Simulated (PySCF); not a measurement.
## Calculated data, AlFH

Computed with PySCF 2.14.0. Calculation on a computer-drawn molecule: vertical ionisation energy to the stated ion spin, frozen-core CCSD(T) at the basis limit and cheaper methods, single-reference cases, UHF for radicals, no spin-orbit; all values are single points at the evaluated structure, the first of each entry, which is the reference or a displaced copy of it and isn't optimised; the reference structure only sets the zero of the energies above reference; triples share is (T) over the correlation energy.

Common to all runs: charge 1; multiplicity 1; ion multiplicity 2; diffuse functions no; basis cc-pV(n+d)Z; reference is the Hartree-Fock double-zeta minimum; best is HF at quadruple zeta + MP2 correlation extrapolated from triple and quadruple zeta + CCSD(T) minus MP2 at triple zeta; basis step is the size of the change from the same recipe one zeta lower.

```yaml
- entry: 1
  formula: AlFH
  evaluated_structure:
    atoms_angstrom:
      - [F, 0.3279, 2.2574, -0.6023]
      - [Al, -0.8078, 2.6516, 0.3744]
      - [H, -2.1819, 3.1441, 1.7274]
  reference_structure:
    atoms_angstrom:
      - [F, 0.3505, 2.1912, -0.6441]
      - [Al, -0.7959, 2.6126, 0.3928]
      - [H, -1.8943, 3.0164, 1.3863]
  given:
    drawn_bonds_atom: [1, 2]
    drawn_bonds_other_atom: [2, 3]
    drawn_bonds_order: [1, 1]
  results:
    "ionisation_energy_best [eV]": 19.41
    "ionisation_energy_basis_step [eV]": 0.003974
    "energy_above_reference_best [kcal/mol]": 21.47
    "energy_above_reference_basis_step [kcal/mol]": 0.1838
    triple_zeta_method: [HF, PBE, r2SCAN, B3LYP, wB97X, MP2, CCSD, "CCSD(T)"]
    "triple_zeta_ionisation_energy [eV]": [18.27, 19.19, 19.15, 19.45, 19.32, 18.98, 19.33, 19.32]
    "triple_zeta_energy_above_reference [kcal/mol]": [23.99, 19.98, 21.66, 21.81, 23.18, 23.79, 21.5, 21.43]
    "ionisation_energy_Koopmans_at_triple_zeta [eV]": 19.15
    "ionisation_energy_EOM_CCSD_at_triple_zeta [eV]": 19.42
    "total_energy_HF_triple_zeta [hartree]": -341.7146
    "total_energy_CCSD(T)_triple_zeta [hartree]": -342.0441
    "total_energy_best [hartree]": -342.1032
    T1_diagnostic_at_triple_zeta: 0.01543
    D1_diagnostic_at_triple_zeta: 0.02718
    ion_T1_diagnostic_at_triple_zeta: 0.0211
    ion_D1_diagnostic_at_triple_zeta: 0.0574
    ion_spin_squared_at_triple_zeta: 0.7504
    triples_share_at_triple_zeta: 0.0265
    basis_functions_triple_zeta: 83
- entry: 2
  formula: AlFH
  evaluated_structure:
    atoms_angstrom:
      - [F, 0.3841, 2.2274, -0.7025]
      - [Al, -0.8023, 2.5286, 0.2677]
      - [H, -1.8995, 2.9713, 1.4854]
  reference_structure:
    atoms_angstrom:
      - [F, 0.3505, 2.1912, -0.6441]
      - [Al, -0.7959, 2.6126, 0.3928]
      - [H, -1.8943, 3.0164, 1.3863]
  given:
    drawn_bonds_atom: [1, 2]
    drawn_bonds_other_atom: [2, 3]
    drawn_bonds_order: [1, 1]
  results:
    "ionisation_energy_best [eV]": 20.5
    "ionisation_energy_basis_step [eV]": 0.006662
    "energy_above_reference_best [kcal/mol]": 4.422
    "energy_above_reference_basis_step [kcal/mol]": 0.2892
    triple_zeta_method: [HF, PBE, r2SCAN, B3LYP, wB97X, MP2, CCSD, "CCSD(T)"]
    "triple_zeta_ionisation_energy [eV]": [19.51, 20.23, 20.24, 20.55, 20.54, 20.16, 20.44, 20.41]
    "triple_zeta_energy_above_reference [kcal/mol]": [4.49, 4.101, 4.393, 4.579, 4.775, 5.179, 4.425, 4.494]
    "ionisation_energy_Koopmans_at_triple_zeta [eV]": 20.5
    "ionisation_energy_EOM_CCSD_at_triple_zeta [eV]": 20.53
    "total_energy_HF_triple_zeta [hartree]": -341.7457
    "total_energy_CCSD(T)_triple_zeta [hartree]": -342.0711
    "total_energy_best [hartree]": -342.1304
    T1_diagnostic_at_triple_zeta: 0.01464
    D1_diagnostic_at_triple_zeta: 0.02735
    ion_T1_diagnostic_at_triple_zeta: 0.0243
    ion_D1_diagnostic_at_triple_zeta: 0.07657
    ion_spin_squared_at_triple_zeta: 0.751
    triples_share_at_triple_zeta: 0.02613
    basis_functions_triple_zeta: 83
- entry: 3
  formula: AlFH
  evaluated_structure:
    atoms_angstrom:
      - [F, 0.3484, 2.1899, -0.6438]
      - [Al, -0.9303, 2.6601, 0.5124]
      - [H, -2.026, 3.0683, 1.5082]
  reference_structure:
    atoms_angstrom:
      - [F, 0.3505, 2.1912, -0.6441]
      - [Al, -0.7959, 2.6126, 0.3928]
      - [H, -1.8943, 3.0164, 1.3863]
  given:
    drawn_bonds_atom: [1, 2]
    drawn_bonds_other_atom: [2, 3]
    drawn_bonds_order: [1, 1]
  results:
    "ionisation_energy_best [eV]": 21.13
    "ionisation_energy_basis_step [eV]": 0.01956
    "energy_above_reference_best [kcal/mol]": 11.71
    "energy_above_reference_basis_step [kcal/mol]": 1.067
    triple_zeta_method: [HF, PBE, r2SCAN, B3LYP, wB97X, MP2, CCSD, "CCSD(T)"]
    "triple_zeta_ionisation_energy [eV]": [18.97, 20.42, 20.52, 20.76, 21.03, 21.23, 20.78, 20.92]
    "triple_zeta_energy_above_reference [kcal/mol]": [15.49, 9.095, 11.37, 11.07, 11.73, 11.05, 12.15, 11.42]
    "ionisation_energy_Koopmans_at_triple_zeta [eV]": 21.58
    "ionisation_energy_EOM_CCSD_at_triple_zeta [eV]": 20.98
    "total_energy_HF_triple_zeta [hartree]": -341.7282
    "total_energy_CCSD(T)_triple_zeta [hartree]": -342.0600
    "total_energy_best [hartree]": -342.1187
    T1_diagnostic_at_triple_zeta: 0.01823
    D1_diagnostic_at_triple_zeta: 0.03381
    ion_T1_diagnostic_at_triple_zeta: 0.009711
    ion_D1_diagnostic_at_triple_zeta: 0.02363
    ion_spin_squared_at_triple_zeta: 0.7546
    triples_share_at_triple_zeta: 0.02946
    basis_functions_triple_zeta: 83
- entry: 4
  formula: AlFH
  evaluated_structure:
    atoms_angstrom:
      - [F, 0.393, 2.2053, -0.6636]
      - [Al, -0.7611, 2.5968, 0.3754]
      - [H, -1.8212, 3.0496, 1.3658]
  reference_structure:
    atoms_angstrom:
      - [F, 0.3505, 2.1912, -0.6441]
      - [Al, -0.7959, 2.6126, 0.3928]
      - [H, -1.8943, 3.0164, 1.3863]
  given:
    drawn_bonds_atom: [1, 2]
    drawn_bonds_other_atom: [2, 3]
    drawn_bonds_order: [1, 1]
  results:
    "ionisation_energy_best [eV]": 21.31
    "ionisation_energy_basis_step [eV]": 0.006912
    "energy_above_reference_best [kcal/mol]": 0.1255
    "energy_above_reference_basis_step [kcal/mol]": 0.006609
    triple_zeta_method: [HF, PBE, r2SCAN, B3LYP, wB97X, MP2, CCSD, "CCSD(T)"]
    "triple_zeta_ionisation_energy [eV]": [20.43, 20.84, 20.92, 21.22, 21.36, 21.02, 21.27, 21.23]
    "triple_zeta_energy_above_reference [kcal/mol]": [0.06996, 0.219, 0.1433, 0.1275, 0.1057, 0.1033, 0.1326, 0.1412]
    "ionisation_energy_Koopmans_at_triple_zeta [eV]": 21.48
    "ionisation_energy_EOM_CCSD_at_triple_zeta [eV]": 21.35
    "total_energy_HF_triple_zeta [hartree]": -341.7528
    "total_energy_CCSD(T)_triple_zeta [hartree]": -342.0780
    "total_energy_best [hartree]": -342.1372
    T1_diagnostic_at_triple_zeta: 0.01486
    D1_diagnostic_at_triple_zeta: 0.02783
    ion_T1_diagnostic_at_triple_zeta: 0.03125
    ion_D1_diagnostic_at_triple_zeta: 0.1116
    ion_spin_squared_at_triple_zeta: 0.753
    triples_share_at_triple_zeta: 0.02643
    basis_functions_triple_zeta: 83
- entry: 5
  formula: AlFH
  evaluated_structure:
    atoms_angstrom:
      - [F, 0.393, 2.2053, -0.6636]
      - [Al, -0.7611, 2.5968, 0.3754]
      - [H, -1.8833, 3.0761, 1.4238]
  reference_structure:
    atoms_angstrom:
      - [F, 0.3505, 2.1912, -0.6441]
      - [Al, -0.7959, 2.6126, 0.3928]
      - [H, -1.8943, 3.0164, 1.3863]
  given:
    drawn_bonds_atom: [1, 2]
    drawn_bonds_other_atom: [2, 3]
    drawn_bonds_order: [1, 1]
  results:
    "ionisation_energy_best [eV]": 20.92
    "ionisation_energy_basis_step [eV]": 0.01008
    "energy_above_reference_best [kcal/mol]": 0.7533
    "energy_above_reference_basis_step [kcal/mol]": 0.02751
    triple_zeta_method: [HF, PBE, r2SCAN, B3LYP, wB97X, MP2, CCSD, "CCSD(T)"]
    "triple_zeta_ionisation_energy [eV]": [20.0, 20.55, 20.6, 20.9, 20.97, 20.6, 20.87, 20.83]
    "triple_zeta_energy_above_reference [kcal/mol]": [1.073, 0.3727, 0.7113, 0.7802, 0.8939, 0.9626, 0.768, 0.7354]
    "ionisation_energy_Koopmans_at_triple_zeta [eV]": 21.02
    "ionisation_energy_EOM_CCSD_at_triple_zeta [eV]": 20.96
    "total_energy_HF_triple_zeta [hartree]": -341.7512
    "total_energy_CCSD(T)_triple_zeta [hartree]": -342.0770
    "total_energy_best [hartree]": -342.1362
    T1_diagnostic_at_triple_zeta: 0.01503
    D1_diagnostic_at_triple_zeta: 0.02791
    ion_T1_diagnostic_at_triple_zeta: 0.0281
    ion_D1_diagnostic_at_triple_zeta: 0.09465
    ion_spin_squared_at_triple_zeta: 0.7522
    triples_share_at_triple_zeta: 0.02658
    basis_functions_triple_zeta: 83
- entry: 6
  formula: AlFH
  evaluated_structure:
    atoms_angstrom:
      - [F, 0.393, 2.2053, -0.6636]
      - [Al, -0.7611, 2.5968, 0.3754]
      - [H, -1.9781, 3.1166, 1.5124]
  reference_structure:
    atoms_angstrom:
      - [F, 0.3505, 2.1912, -0.6441]
      - [Al, -0.7959, 2.6126, 0.3928]
      - [H, -1.8943, 3.0164, 1.3863]
  given:
    drawn_bonds_atom: [1, 2]
    drawn_bonds_other_atom: [2, 3]
    drawn_bonds_order: [1, 1]
  results:
    "ionisation_energy_best [eV]": 20.35
    "ionisation_energy_basis_step [eV]": 0.01386
    "energy_above_reference_best [kcal/mol]": 5.656
    "energy_above_reference_basis_step [kcal/mol]": 0.01021
    triple_zeta_method: [HF, PBE, r2SCAN, B3LYP, wB97X, MP2, CCSD, "CCSD(T)"]
    "triple_zeta_ionisation_energy [eV]": [19.36, 20.08, 20.08, 20.38, 20.37, 20.0, 20.29, 20.26]
    "triple_zeta_energy_above_reference [kcal/mol]": [6.836, 4.532, 5.561, 5.688, 6.151, 6.348, 5.687, 5.579]
    "ionisation_energy_Koopmans_at_triple_zeta [eV]": 20.34
    "ionisation_energy_EOM_CCSD_at_triple_zeta [eV]": 20.38
    "total_energy_HF_triple_zeta [hartree]": -341.7420
    "total_energy_CCSD(T)_triple_zeta [hartree]": -342.0693
    "total_energy_best [hartree]": -342.1284
    T1_diagnostic_at_triple_zeta: 0.01537
    D1_diagnostic_at_triple_zeta: 0.02808
    ion_T1_diagnostic_at_triple_zeta: 0.02519
    ion_D1_diagnostic_at_triple_zeta: 0.07773
    ion_spin_squared_at_triple_zeta: 0.7514
    triples_share_at_triple_zeta: 0.02683
    basis_functions_triple_zeta: 83
```
